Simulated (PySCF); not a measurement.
# How methods differ on the excitation energy of Br

Br [Ar] 3d10 4s2 4p5 (2P) → Br [Ar] 3d10 4s1 4p6 (2S), as a difference of total energies. Calculation: PySCF 2.14, in x2c-QZVPPall (11s8p5d4f1g, 97 functions); scalar relativity by spin-free X2C-1e. Correlated levels: valence: [Ar] 3d10 frozen. The calculations carry no spin-orbit coupling.

```
           method  excitation energy (eV)
              UHF                  15.128
    MP2 (valence)                  13.082
SCS-MP2 (valence)                  12.859
   CCSD (valence)                  11.936
CCSD(T) (valence)                  11.162
```

Question: How much does correlation contribute at CCSD(T) (valence)?

Answer: 11.162 − (15.128) = -3.966 eV, measured against UHF.

A first-order spin-orbit estimate (lowest level to lowest level, LS coupling) adds 0.150 eV.

The upper state lies above the first ionisation limit, where it may autoionise and the basis confines it.

The coupled-cluster amplitudes are large for the upper state (T1 above 0.03 or a double amplitude above 0.15), so a single reference is strained.
